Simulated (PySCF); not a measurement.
**Selenium: a sound run and one with changed settings**

Sound run: Se²⁺ [Ar] 3d10 4s2 4p2, Se³⁺ [Ar] 3d10 4s2 4p1. Computed with PySCF 2.14 in def2-SVP, with no relativity, point nucleus. In the sound run the correlated levels freeze [Ar] 3d10. The sound run starts from symmetry-adapted Hartree-Fock orbitals and uses a fine grid where one is needed.

Changed run: initial guess minao, at most 50 SCF cycles.

```json
{"species": "Se²⁺", "method": "UHF", "sound run (hartree)": "-2398.44768", "changed run (hartree)": "-2398.44768", "converged": "yes"}
{"species": "Se²⁺", "method": "TPSS", "sound run (hartree)": "-2399.98613", "changed run (hartree)": "-2399.98613", "converged": "yes"}
{"species": "Se²⁺", "method": "CCSD(T)", "sound run (hartree)": "-2398.51229", "changed run (hartree)": "-2398.51229", "converged": "yes"}
{"species": "Se³⁺", "method": "LDA", "sound run (hartree)": "-2395.44361", "changed run (hartree)": "-2395.44361", "converged": "yes"}
{"species": "Se³⁺", "method": "MP2", "sound run (hartree)": "-2397.34768", "changed run (hartree)": "-2397.34768", "converged": "yes"}
```

Here the plain start reaches the same solutions.
